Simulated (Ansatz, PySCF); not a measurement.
Gas-phase reaction in SMILES: C[SiH2]O[SiH3] → C[SiH2][O] + [SiH3] (SiH3) (the O-Si bond at the site shown breaks; other sites are not compared here)
Structures are relaxed separately at B3LYP-D3(BJ)/def2-TZVP in Ansatz (an electronic-structure program), one conformer each, not searched for the lowest.

Wanted: bond dissociation energy (enthalpy at 298 K, with B3LYP-D3(BJ) rigid-rotor harmonic-oscillator terms from PySCF), in kcal/mol. Cores are frozen in the correlated levels unless marked. Open shells are spin-unrestricted. Spin-orbit coupling is left out. No relativistic terms. CBS marks a two-point X^-3 extrapolation of the correlation energy; Hartree-Fock from the larger set.

```tsv
level	program	bond dissociation energy (kcal/mol)
B3LYP/def2-TZVPD	Ansatz	(withheld)
PBE0/6-31G*	Ansatz	115.3
PBE0-D4/def2-TZVPD	Ansatz + dftd4	121.8
BHLYP/def2-TZVPD	Ansatz	120.8
LC-wPBE-D3(BJ)/def2-TZVPD	Ansatz + dftd3	125.5
LC-wPBE/def2-TZVPD	Ansatz	123.7
SCS-MP2/cc-pwCVTZ	Ansatz	134.4
CCSD/cc-pVTZ	Ansatz	(withheld)
CCSD(T)/CBS(cc-pV(T+d)Z,cc-pV(Q+d)Z)	Ansatz	(withheld)
```

Task: Some entries are withheld; supply them.

Result: 
- B3LYP/def2-TZVPD, bond dissociation energy (kcal/mol): 119.5
- CCSD/cc-pVTZ, bond dissociation energy (kcal/mol): 123.3
- CCSD(T)/CBS(cc-pV(T+d)Z,cc-pV(Q+d)Z), bond dissociation energy (kcal/mol): 130.7
